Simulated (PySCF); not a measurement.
Calculated properties of `CCC(C)(C)[P-][SiH3]`

C5H14PSi (charge -1).
Z-matrix (Å and degrees, PBE0-D3(BJ)/def2-SVP geometry), rows numbered from 1:
```
C 
C   1  1.5194
C   2  1.5399  1  115.93
C   3  1.5305  2  109.95  1    61.91
C   3  1.5288  2  108.01  1   179.72
P   3  1.9311  2  113.83  1   -56.24
Si  6  2.1848  3  101.20  2   -57.34
H   1  1.1029  2  108.60  3    51.95
H   1  1.1028  2  111.47  3   172.75
H   1  1.1028  2  111.86  3   -66.79
H   2  1.1121  1  109.58  3   123.31
H   2  1.1046  1  108.60  3  -121.67
H   4  1.1012  3  111.57  2   -65.43
H   4  1.1020  3  110.26  2   175.71
H   4  1.1084  3  111.27  2    55.65
H   5  1.1019  3  111.13  2    60.61
H   5  1.1112  3  111.50  2   -59.61
H   5  1.1009  3  110.43  2   179.39
H   7  1.5299  6  120.40  3    65.00
H   7  1.5139  6  107.86  3  -177.72
H   7  1.5290  6  120.63  3   -59.98
```

From PBE0-D3(BJ)/def2-SVP geometry optimisation, gas phase (PySCF):

```yaml
Point_group: C1
Rotational_constants_A_B_C: 2.146, 1.251, 1.102 GHz
```

PBE0/pcSseg-1 ground state and GIAO shieldings, non-relativistic (PySCF):

```yaml
HOMO_energy: 0.00 eV
LUMO_energy: 4.79 eV
HOMO–LUMO_gap: 4.79 eV
Lowest_Hirshfeld_atomic_charge: -0.36 e on P6
Highest_Hirshfeld_atomic_charge: +0.09 e on Si7
13C_chemical_shifts_computed_TMS_as_zero_by_class: 40.8 (C2), 37.6 (C4/C5), 32.2 (C3), 13.7 (C1) ppm
1H_chemical_shifts_computed_TMS_as_zero_by_class: 4.22 (H19/H20/H21), 1.37 (H8/H9/H10), 1.17 (H11/H12), 1.14 (H13/H14/H15/H16/H17/H18) ppm
Isotropic_shieldings_of_nuclei_other_than_C_and_H_by_class: 441 (Si7), 511 (P6) ppm
Mayer_bond_orders_between_heavy_atoms: C1–C2 1.06, C2–C3 0.96, C3–C4 1.00, C3–C5 1.00, C3–P6 0.95, P6–Si7 1.25
```

Monoisotopic mass of the ion (most abundant isotopes, electron mass counted): 133.0608 u.

With B = h/(8π²I), that is 505.379 GHz u Å² over I, the principal moments of inertia are 235.5, 404.1 and 458.5 u Å² (most abundant isotopes); the inertial defect Ic − Ia − Ib is -181.1 u Å² (zero for a rigid planar frame, negative otherwise). The rotational constants make it an asymmetric top with κ = (2B − A − C)/(A − C) = -0.72, nearer the prolate limit (−1).

 The geometry's basis has no diffuse functions, a weakness for an anion. NMR classes are plain means over equivalent atoms (diastereotopic ones count apart unless rotation or inversion swaps them), as if these changed places fast; in this geometry the members of some classes differ. No diffuse functions stand in pcSseg-1, which bears on an anion's orbital energies.

One conformer stands for the species.
